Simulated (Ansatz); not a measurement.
Ansatz (a program for electronic structure) input (RI-MP2/def2-QZVPPD):
A basis named .json is the Basis Set Exchange file of that set.

Ansatz 0.2 input:
```yaml
crystal:
  periodic: [false, false, false]
  atoms:
    - {symbol: Zn, position_ang: [-0.00000000, -0.00000000, -0.72285354]}
    - {symbol: S, position_ang: [0.00000000, 0.00000000, 1.35535039]}
basis:
  gaussian:
    orbitals: def2-QZVPPD.json
    fitting: {mean_field: def2-universal-jkfit, correlation: def2-QZVPPD-RIFIT.json}
magnetization: {spin_polarized: true, initial_magnetization: 2}
correlation: {method: mp2, electrons: outside_noble_gas}
```

End of the output:

```
integrals: 0.13 GiB planned
392 factors; integrals over basis functions are off by at most 1.3e0 eV
499 factors; integrals over basis functions are off by at most 6.6e-1 eV
mean field: 0.50 GiB planned
mean field evaluation 1: about -59194.1306 eV, gradient 8.9e0 eV
mean field evaluation 2: about -59194.8234 eV, gradient 5.7e0 eV
mean field evaluation 4: about -59195.0806 eV, gradient 1.3e0 eV
mean field evaluation 8: about -59195.1274 eV, gradient 2.6e-6 eV
mean field evaluation 16: about -59195.1172 eV, gradient 7.5e-1 eV
mean field -59195.12741404 eV, -2175.3808085676 hartree, gradient 2.6e-6 eV, S^2 2.016349; 4 other end points of the search recorded, 0 dependent functions left out
14 core orbitals not correlated
reference -59195.12741404 eV, -2175.3808085676 hartree; 10, 8 occupied and 155, 157 virtual orbitals, 499 factors
second order -18.25972252 eV of doubles, -0.00000000 eV of singles
Total energy: -59213.38713656 eV, -2176.0518409932 hartree
```

This state (charge 0, triplet) is run at the relaxed geometry of the species with charge 0 and multiplicity 1, and is a spin state other than that species' own.
